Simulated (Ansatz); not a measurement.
Consider the ligand exchange at the Ag–F bond: `[F][Ag]` + CH₃SH → `C[S][Ag]` + H–F.

Program: Ansatz. Geometries: PBE0-D4/def2-TZVP. ΔE: electronic, gas phase. CBS: MP2 limit from def2 TZ/QZ plus the TZ coupled-cluster correction, frozen cores. This one scheme is used for every species. Functionals use def2-TZVPP. Elements past krypton have def2 core potentials. For Ag outer-core shells are correlated without core-valence functions, which leaves a few kJ/mol of doubt a bond.

`[F][Ag]`:

```xyz
2

F     0.567    0.753   -0.314
Ag   -0.567   -0.753    0.314
```

CH₃SH:

Z-matrix (Å, degrees):
```
C
S 1 1.806
H 1 1.089 2 111.5
H 1 1.089 2 111.5 3 -123.8
H 1 1.090 2 106.2 3 118.1
H 2 1.342 1 97.1 3 61.9
```

`C[S][Ag]`:

Cartesian coordinates in Å:
```
C -0.231 0.282 0.508
S -0.502 -0.075 -1.252
Ag 1.344 -1.323 -1.874
H -1.090 0.871 0.836
H 0.670 0.871 0.672
H -0.191 -0.626 1.109
```

H–F:

Cartesian coordinates in Å:
```
F -0.006 -0.321 -0.329
H 0.006 0.321 0.329
```

CCSD(T)/CBS gives -84.5 kJ/mol.

(1) Another level gave -67.1 kJ/mol. Which?
A. PBE-QIDH/def2-TZVPP
B. CAM-B3LYP/def2-TZVPP
C. B97M-V/def2-TZVPP
D. CAM-B3LYP-D4/def2-TZVPP

Largest T1 diagnostic among the species: 0.023, so the coupled-cluster value is less sure than usual.

Results:

(1) D. CAM-B3LYP-D4 -67.1, B97M-V -74.1, CAM-B3LYP -62.9, PBE-QIDH -87.2 kJ/mol.

From BLYP to BHLYP (50 % exact exchange), in def2-TZVPP and without D4, ΔE moves by +4.3 kJ/mol. The D4 term adds −7.4 kJ/mol with B3LYP and −3.9 kJ/mol with PBE0; it sums over pairs of atoms, weighted by their polarisabilities, and B3LYP, whose exchange is more repulsive, gets the larger term. At CCSD(T), def2-SVP lies +8.4 kJ/mol from the extrapolated value and def2-TZVPP −0.4 kJ/mol.

B3LYP here is the variant with VWN-RPA as its local correlation; programs differ in this.
